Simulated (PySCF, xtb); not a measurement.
GeH₃I, SMILES [GeH3][I].

GFN2-xTB in xtb at its own geometry gives an orbital gap of 6.28 eV and a dipole moment of 4.92 D.

Geometry optimised at PBE0-D3(BJ)/def2-TZVP. The def2 effective core potentials stand for the cores of I; spin–orbit coupling is left out.

Problem. What does B3LYP/def2-TZVPD (PySCF) give? (An estimate is asked for; the answer gives what the named calculation found.)

Solution. gap 5.89 eV (levels -7.34 and -1.45 eV), dipole 1.59 D.
